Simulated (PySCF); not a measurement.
C2H6MgS (SMILES C[CH2][Mg][SH]), singlet, at a GFN2-xTB geometry (such geometries of metal compounds can be far from the true shape). Base run: HF/6-31G, polarisability in PySCF.

PySCF was given this input:
```python
from pyscf import gto, scf
from pyscf.prop import polarizability

mol = gto.M(
    atom='''
Mg   -0.45187029   -0.31930665    0.93408260
C     0.24233337   -1.98911933   -0.17285771
C     0.77730266   -1.36646212   -1.45123235
H    -0.55192055   -2.70223823   -0.40624478
H     1.04150060   -2.52477661    0.34574123
H     1.57233784   -0.64739911   -1.22976359
H    -0.01771537   -0.84149341   -1.99002392
H     1.19009929   -2.12647353   -2.12004384
S    -0.19935611    1.89292032    0.17056308
H    -0.73997676    2.52082405    1.20687495
''',
    basis='6-31g',
    verbose=3,
)

mf = scf.RHF(mol)
mf.kernel()
alpha = mf.Polarizability().polarizability()[2, 2]
print('alpha_zz =', alpha)
```

The base run was repeated with changes; each row names its change, and settings that it needs were set with it.

```tsv
change	alpha_zz (bohr³)	basis functions	core-seconds (rough)
base	64.75	56	1
finite field (a.u.) = 0.001; conv_tol = 1e-11	64.76	56	1
functional = lda,vwn	?	56	6
finite field (a.u.) = 2e-4; conv_tol = 1e-6	64.51	56	0.9
basis = 6-31G*	65.63	76	3
functional = camb3lyp	69.66	56	40
finite field (a.u.) = 2e-4; conv_tol = 1e-11	64.75	56	2
basis = 6-31+G*	69.34	92	5
basis = def2-SVPD	75.73	136	20
finite field (a.u.) = 0.02; conv_tol = 1e-11	66.00	56	2
finite field (a.u.) = 0.005; conv_tol = 1e-11	64.83	56	1
finite field (a.u.) = 0.001; conv_tol = 1e-6	64.67	56	1
```

Q: Complete the blanks.

A: 
- functional = lda,vwn, alpha_zz (bohr³): 78.21

Finite-field rows take the second difference of the energy in a field along z; a small field with loose convergence shows SCF noise divided by the square of the field, and a large one adds hyperpolarisability.
